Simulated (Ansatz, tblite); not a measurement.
Cost and result up the ladder for Ga4N4H14, a cluster cut from wurtzite GaN (hydrogen-capped) (22 atoms). Charge 0, multiplicity 1. Geometry: r2SCAN-D4/def2-SVP.

```
atom   x (Å)   y (Å)   z (Å)
 Ga1  -0.973  -1.130  -1.528
  N2  -1.940  -0.358   0.105
 Ga3   0.951  -1.572   1.089
  N4   0.856  -1.008  -0.799
  N5   0.446   0.237   1.910
 Ga6  -0.976   1.151   0.912
 Ga7   1.666   0.766  -1.096
  N8   0.006   1.874  -0.626
  H9  -1.441  -2.616  -1.706
 H10  -1.232  -0.027  -2.631
 H11  -2.030  -1.119   0.786
 H12  -2.898  -0.107  -0.152
 H13  -0.280  -2.482   1.484
 H14   2.416  -1.910   1.532
 H15   1.424  -1.677  -1.330
 H16   0.202   0.108   2.895
 H17   1.296   0.811   1.912
 H18  -1.841   2.169   1.720
 H19   2.001   1.019  -2.605
 H20   2.669   1.146   0.066
 H21  -0.596   1.875  -1.456
 H22   0.277   2.850  -0.484
```

Ansatz on 2 threads of AMD EPYC 7R13 on a shared host and a share (18 GiB) of an NVIDIA H100 80GB HBM3; xTB runs through tblite on one thread. Times are rough, summed over both states, and most runs start from the orbitals of an earlier one. r2SCAN0-D4/def2-TZVP serves as the yardstick here, not as an exact answer. The other state is a doublet.

The xTB rows come from tblite.

Run but left out: PBE-D4/def2-TZVP (charge +1 doublet: an occupied level 0.13 eV above an empty one).

Raw xTB energies of ions are shifted by several eV.

| level | functions | wall time | vertical IE (eV) | difference from r2SCAN0-D4/def2-TZVP (eV) |
| --- | --- | --- | --- | --- |
| GFN2-xTB | 66 | 0.036 s | 13.28 | 3.89 |
| GFN1-xTB | 80 | 0.055 s | 12.55 | 3.16 |
| PBE0-D4/def2-TZVP | 400 | 13 s | 9.26 | -0.13 |
| r2SCAN0-D4/def2-TZVP (with forces) | 400 | 14 s | 9.39 | 0.00 |
